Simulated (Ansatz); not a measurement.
Geometry optimisation, Ansatz, RKS PBE-D4/def2-SVPD.

Input file:

```yaml
crystal:
  periodic: [false, false, false]
  atoms:
    - { symbol: B, position_ang: [-0.73792, 0.97888, -0.15002] }
    - { symbol: B, position_ang: [0.27032, -0.35573, -0.1147] }
    - { symbol: O, position_ang: [0.70297, -0.94335, 1.00481] }
    - { symbol: F, position_ang: [0.70779, -0.9181, -1.2706] }
    - { symbol: H, position_ang: [-1.90116, 0.87269, -0.18402] }
    - { symbol: H, position_ang: [-0.3192, 2.06924, -0.16823] }
    - { symbol: H, position_ang: [0.39939, -0.55066, 1.82719] }
basis:
  gaussian: { orbitals: def2-SVPD }
hamiltonian:
  xc: pbe
  dispersion: d4
relax:
  f_tol: 0.015
  max_steps: 40
```

Command:

```bash
$ ansatz run input.yaml --threads 2 --pin off --max-ram 3072MiB --backend cpu --events-out ev --progress --plain --runs-dir out
```

Problem. Where does it end, and by what steps?

Solution. It converged. After 6 steps the energy has fallen by 0.088 eV; H7 moved furthest, 0.08 Å.

```tsv
step	energy less start (eV)	largest force component (eV/Å)	accepted
0	0.0000	1.152	yes
1	-0.0704	0.491	yes
2	-0.0861	0.125	yes
3	-0.0876	0.048	yes
4	-0.0880	0.062	yes
5	-0.0883	0.069	yes
6	-0.0885	0.011	yes
```

```xyz
7
Properties=species:S:1:pos:R:3
B -0.752 0.997 -0.175
B 0.272 -0.358 -0.093
O 0.738 -0.989 1.025
F 0.696 -0.904 -1.260
H -1.960 0.885 -0.218
H -0.314 2.130 -0.201
H 0.442 -0.608 1.866
```

Run time: 7 s on 2 threads of AMD EPYC 9B14 (Zen 4) (shared host), peak memory 0.2 GiB.
